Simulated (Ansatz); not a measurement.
Z-matrix (Å, degrees):
```
C
Si 1 1.861
H 1 1.094 2 109.8
H 1 1.092 2 111.0 3 119.8
H 1 1.092 2 110.6 3 -119.6
Cl 2 2.073 1 109.7 3 -179.6
Si 2 2.345 1 113.7 3 -64.0
H 2 1.486 1 110.7 3 62.7
F 7 1.609 2 110.1 1 59.0
H 7 1.485 2 111.3 1 178.8
H 7 1.487 2 110.2 1 -59.7
```

Total charge 0; spin multiplicity 1.

Task: List the PBE0/def2-TZVPP orbital energies in eV (Ansatz 0.2.0). (Best estimate.)

Result: Computed: Occupied: -2767.37, -1803.57, -1803.50, -673.82, -278.27, -259.22, -197.50, -197.37, -197.37, -145.81, -145.76, -100.52, -100.48, -100.44, -100.44, -100.39, -100.37, -33.16, -23.12, -20.12, -16.00, -14.39, -12.80, -12.72, -12.48, -12.10, -11.85, -10.70, -10.44, -9.81, -9.68, -8.92, -8.02. Lowest empty: -0.89, 0.04, 1.00, 1.17, 1.44, 1.61, 2.37, 2.58.
